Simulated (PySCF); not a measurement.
## Zn (zinc, neutral) across methods

[Ar] 3d10 4s1 4p1, high-spin 3P determinant (an excited configuration). Calculation: PySCF 2.14, in x2c-TZVPPall (6s5p4d2f1g, 64 functions); the spin-free X2C one-electron Hamiltonian (Gaussian nucleus). The B2PLYP total includes its PT2 part (frozen core); its orbital energies are those of the SCF part.

```tsv
method	E (hartree)	mean ε 3d α (eV)	mean ε 4s α (eV)	mean ε 4p α (eV)	Σ⟨r²⟩ (bohr²)	⟨S²⟩
UHF	-1794.13429	-21.455	-10.512	-4.775	34.62	2.003
LDA	-1792.728	-11.541	-7.347	-1.492	34.06	2.002
PBE	-1795.484	-11.246	-7.175	-1.539	34.29	2.002
B2PLYP	-1795.441	-16.727	-8.958	-3.131	34.26	2.002
M06-L	-1795.652	-11.270	-7.036	-1.471	33.99	2.003
PBE0	-1795.489	-13.967	-8.152	-2.451	34.21	2.002
HSE06	-1795.496	-13.535	-7.775	-2.035	34.19	2.002
r2SCAN0	-1795.669	-14.168	-8.385	-2.607	33.98	2.003
```

Question: Estimate the same row for r2SCAN.

Answer: E (hartree) = -1795.715; mean ε 3d α (eV) = -11.483; mean ε 4s α (eV) = -7.485; mean ε 4p α (eV) = -1.806; Σ⟨r²⟩ (bohr²) = 34.00; ⟨S²⟩ = 2.004.
